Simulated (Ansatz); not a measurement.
Harmonic frequencies (cm⁻¹) at PBE0-D4/def2-TZVP from Ansatz: 474, 474, 661, 2011.

(1) Which molecule is it?
A. `[NH2][ZnH]`
B. `[F][ZnH]`
C. `[ZnH2]`
D. `[F][Zn][Cl]`

Answers

(1) B.
